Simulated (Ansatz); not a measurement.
`SBBCl` + silanol → `[SiH3]OBS` + `BCl`  (cleavage of the B–B bond)

Gas-phase electronic energies from Ansatz, PBE0-D4/def2-TZVP geometries. CBS: MP2 limit from def2 TZ/QZ plus the TZ coupled-cluster correction, frozen cores. This one scheme is used for every species. Functionals use def2-TZVPP. Each species was taken in one conformer, which may not be the lowest.

Problem. Is it downhill or uphill in electronic energy at CCSD(T)/CBS, and by how much? (An estimate is asked.)

Solution. Ansatz gave: Downhill: ΔE = -127.8 kJ/mol.

Problem. What do these levels give: revPBE-D4, r2SCAN0-D4, PBE-QIDH, BHLYP, HF/def2-QZVPP, MP2/def2-QZVPP? (An estimate is asked.)

Solution. Computed: revPBE-D4 -115.9, r2SCAN0-D4 -127.8, PBE-QIDH -127.0, BHLYP -135.8, HF/def2-QZVPP -145.3, MP2/def2-QZVPP -132.6 kJ/mol.

Largest T1 diagnostic among the species: 0.015.

At CCSD(T), def2-SVP lies −15.9 kJ/mol from the extrapolated value and def2-TZVPP −1.5 kJ/mol. From PBE to PBE0 (25 % exact exchange), in def2-TZVPP and without D4, ΔE moves by −4.6 kJ/mol.
